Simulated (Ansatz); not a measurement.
Geometry optimisation, RKS r2SCAN-D4/def2-SVP (Ansatz).

input.yaml

```yaml
crystal:
  periodic: [false, false, false]
  atoms:
    - { symbol: Sn, position_ang: [-0.31824, -0.22734, -0.47829] }
    - { symbol: Te, position_ang: [0.01448, 0.81012, 1.96651] }
    - { symbol: H, position_ang: [0.4412, -1.69451, -0.74779] }
    - { symbol: H, position_ang: [-1.93937, -0.51593, -0.7385] }
    - { symbol: H, position_ang: [0.16598, 0.74876, -1.74922] }
    - { symbol: H, position_ang: [-0.91903, 2.09823, 1.57758] }
basis:
  gaussian: { orbitals: def2-SVP }
hamiltonian:
  xc: r2scan
  dispersion: d4
relax:
  f_tol: 0.015
  max_steps: 40
```

Launched with:

```bash
$ ansatz run input.yaml --threads 1 --pin off --max-ram 2048MiB --backend cpu --events-out ev --progress --plain --runs-dir out
```

Problem. Where does it end, and by what steps?

Solution. The forces met the threshold. After 5 steps the energy has fallen by 0.143 eV; H3 moved furthest, 0.15 Å.

```csv
step,energy less start (eV),largest force component (eV/Å),accepted
0,0.0000,0.789,yes
1,-0.0038,1.092,yes
2,-0.1250,0.244,yes
3,-0.1419,0.061,yes
4,-0.1422,0.032,yes
5,-0.1428,0.002,yes
```

```xyz
6
Properties=species:S:1:pos:R:3
Sn -0.377 -0.247 -0.561
Te 0.071 0.784 1.948
H 0.506 -1.710 -0.609
H -2.049 -0.544 -0.789
H 0.190 0.839 -1.758
H -0.896 2.097 1.598
```

The run took 27 s on 1 thread of Arm Neoverse V1, with other jobs on the host, peak memory 0.13 GiB.
